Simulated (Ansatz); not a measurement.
`C[Si](N)(O)Br` at its PBE0-D4/def2-TZVP geometry, where that method's forces vanish. Total charge 0; spin multiplicity 1.

```xyz
11

C     0.6445    0.2426    1.3351
Si   -0.3107    0.0928   -0.2399
N     0.3709   -1.1062   -1.2237
O    -0.3637    1.4556   -1.1447
Br   -2.4594   -0.3074    0.3482
H     0.6651   -0.7091    1.8714
H     0.1890    0.9862    1.9914
H     1.6722    0.5451    1.1198
H     0.0598   -1.2166   -2.1753
H     0.6823   -1.9787   -0.8300
H    -1.1499    1.9957   -1.0525
```

(1) What forces (eV/Å) does ωB97M-V/def2-TZVPP give on these atoms in the Gaussian-basis code of Ansatz? (An estimate is asked.)

## Answers

(1) Computed: 
```
C1   0.011  0.003  0.014
Si2  0.029 -0.032  0.122
N3  -0.005 -0.051 -0.019
O4  -0.065  0.089 -0.024
Br5  0.035  0.007 -0.012
H6  -0.001  0.060 -0.034
H7   0.028 -0.048 -0.043
H8  -0.075 -0.023  0.019
H9   0.013 -0.012  0.014
H10 -0.001  0.007 -0.021
H11  0.032 -0.001 -0.018
```
